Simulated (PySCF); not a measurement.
A set of runs on `C=C[Si](Cl)(Cl)Cl`; the geometry of each is named by its level. Settings lines and outputs come from a driver script.

C2H3Cl3Si.
Atom-mapped SMILES: `[CH2:1]=[CH:2][Si:3]([Cl:4])([Cl:5])[Cl:6]` (hydrogens: H7, H8 on C1; H9 on C2)

Step 1: PBE0-D3(BJ)/def2-SVP geometry optimisation, gas phase (PySCF 2.14.0) (from the GFN2-xTB geometry)
```json
{"job": {"xc": "PBE0", "basis": "def2-SVP", "d3": "d3bj", "grid": 1, "kind": "geom"}, "charge": 0, "multiplicity": 1}
```
```
step   0  E = -1747.00925218  max force = 0.028026
step   1  E = -1747.01158020  max force = 0.005425
step   2  E = -1747.01169845  max force = 0.003107
step   3  E = -1747.01174561  max force = 0.000968
step   4  E = -1747.01175968  max force = 0.000196
optimisation converged
```

Final energy -1747.01176 Eh after 4 steps; dipole 2.21 D. Energies in Eh; «max force» is the largest Cartesian gradient component in Eh/bohr.

Cost: about 50 s of CPU time on one thread; the machine was shared, so the figure is rough.

Step 2: TDDFT B3LYP/def2-SVPD, vertical, gas phase, core orbitals frozen in the response (PySCF 2.14.0, density-fitted response routines) (on the PBE0-D3(BJ)/def2-SVP geometry)
```json
{"job": {"kind": "uv", "xc": "B3LYP", "basis": "def2-SVPD", "dynamic": true, "nstates": 6, "ntriplets": 0}, "charge": 0, "multiplicity": 1}
```
```
...
Static polarisability (au): isotropic 89.329, principal 81.958 84.144 101.886
Singlet excitations
state   eV       nm        f      main configurations
  1   6.5077    190.5   0.00512   H-2->L 0.89
  2   6.5920    188.1   0.00512   H-1->L 0.97
  3   6.7186    184.5   0.22051   H->L 0.70, H-4->L 0.25
  4   6.9200    179.2   0.00039   H-3->L 0.94
  5   6.9940    177.3   0.00018   H->L+1 0.96
  6   7.3067    169.7   0.17931   H-4->L 0.71, H->L 0.21
```

HOMO -8.45 eV, LUMO -1.54 eV; lowest singlet 6.51 eV; mean polarisability 89.3 au.

Cost: about 30 s of CPU time on one thread; the machine was shared, so the figure is rough.

Step 3: core-valence-separated TDA BHandHLYP/aug-pcX-1 H:pcseg-1 Si:def2-SVPD Cl:def2-SVPD, K edges, non-relativistic, gas phase (PySCF 2.14.0, density-fitted response routines) (on the PBE0-D3(BJ)/def2-SVP geometry)
```json
{"job": {"kind": "xas", "xc": "BHandHLYP", "basis": {"default": "aug-pcX-1", "H": "pcseg-1", "Si": "def2-SVPD", "Cl": "def2-SVPD"}}, "charge": 0, "multiplicity": 1}
```
```
...
C K edge
   eV          f      from atoms
  282.100   0.06413   C0
  282.285   0.05273   C1
  285.955   0.00980   C1
  286.178   0.02739   C1
  286.396   0.00997   C0
  286.690   0.00527   C1
  286.993   0.02529   C0
  287.203   0.01232   C1
  287.478   0.00003   C1
  287.626   0.00055   C0
  287.948   0.00342   C1
  288.010   0.00024   C1 C0
```

Lowest C 1s excitation 282.1 eV; the energies are raw, with no shift to experiment and no relativistic term. The log counts atoms from 0, this text from 1.

Rough CPU time on one thread of a shared machine: about 16 s.

Geometry of the electronic-property runs (PBE0-D3(BJ)/def2-SVP):
```
atom  x, y, z in Å
C1     0.9296    0.2628    0.0918
C2    -0.0331   -0.6363    0.3190
Si3   -1.8045   -0.3554   -0.1014
Cl4   -2.0676    1.5077   -0.9209
Cl5   -2.9713   -0.5219    1.5770
Cl6   -2.4536   -1.7571   -1.4487
H7     1.9739    0.0630    0.3534
H8     0.7124    1.2339   -0.3652
H9     0.2203   -1.6002    0.7784
```

